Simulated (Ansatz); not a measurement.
`[O]=[Mo]([OH])([OH])([OH])[Cl]`, relaxed with RKS PBE0-D4/def2-TZVP in Ansatz from a GFN2-xTB geometry. The force threshold is 0.005 eV/Å; the program also tests the step.

Total charge 0; spin multiplicity 1. Mo takes the def2 core potential.

Start:

```xyz
9

O    -1.147    1.429    0.221
Mo   -0.034    0.227    0.020
O     0.396   -0.098    1.699
O    -0.783   -1.397   -0.067
O     0.120    0.217   -1.735
Cl    1.895    1.456   -0.021
H     0.694   -0.081    2.612
H    -1.400   -2.128   -0.059
H     0.259    0.375   -2.672
```

Q: How much energy does the relaxation release, and in how many steps? (Best estimate.)

A: The calculation gave: 25.05 kcal/mol, in 35 steps, 5 of them rejected.

Q: Which bonds change most? (Estimate.)

A: Computed: Mo2–Cl6 from 2.287 to 2.409 Å; Mo2–O3 from 1.763 to 1.869 Å; Mo2–O5 from 1.762 to 1.854 Å; Mo2–O4 from 1.791 to 1.864 Å.

Q: Give the relaxed structure. (Best estimate.)

A: Ansatz gave: 
```xyz
9

O    -1.587    1.191    0.178
Mo   -0.287    0.194   -0.046
O     0.193   -0.042    1.745
O    -0.859   -1.568   -0.249
O     0.039    0.414   -1.858
Cl    1.893    1.221   -0.002
H     1.105    0.008    2.046
H    -1.408   -1.994    0.417
H     0.911    0.576   -2.231
```
